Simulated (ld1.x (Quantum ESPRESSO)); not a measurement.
Bi (Z = 83): TM pseudisation with PBE, fully relativistic reference atom.

* Element: Bi (Z = 83)
* Generator: ld1.x (Quantum ESPRESSO) 7.5
* Type: norm-conserving Troullier–Martins (Kleinman–Bylander form)
* Functional: PBE
* Relativity: fully relativistic
* Frozen core: [Kr] 4d10 4f14
* Valence charge: 23
* Reference configuration: 5s2 5p6 5d10 6s2 6p3
* Partial waves: 5p (bound): rc 1.00 bohr; 5d (bound): rc 2.05 bohr; 5s (bound): rc 1.10 bohr
* Local potential: the s channel
* Core correction: a·sin(br)/r model core inside 0.75 bohr

Open shells are filled in proportion to 2j + 1 (rel_dist='average').

Occupied shells without a wave of their own: 6p, 6s. They enter only through the test configuration that unscreens the potential, and ld1.x also counts them in the model core charge.

(1) Tests: 5s2 5p6 5d10 6s2 6p2; 5s2 5p6 5d10 6s2 6p1; 5s2 5p6 5d10 6s2 6p0; 5s2 5p6 5d10 6s2 6p3.3; 5s2 5p6 5d9 6s2 6p4; 5s2 5p6 5d10 6s1 6p0; 5s2 5p5 5d10 6s2 6p3. Which has the largest error in its energy relative to the reference configuration, and how large is it?

Answers

(1) 5s2 5p6 5d10 6s1 6p0, with -5520 meV (all-electron minus pseudo) on +92.44 eV.

A Bessel basis up to 400 Ry misses an occupied level by 0.09 Ry, so cutoffs and ghosts were not judged. The potential misses its own reference levels by up to 1.5 eV, so it is not fit for use. ld1.x takes every shell without a wave as core, so the model core holds the 6p, 6s electrons as well and exchange and correlation see them twice. This cancels in the reference configuration, but the file is broken for other ones, and its errors say nothing about a proper core correction.
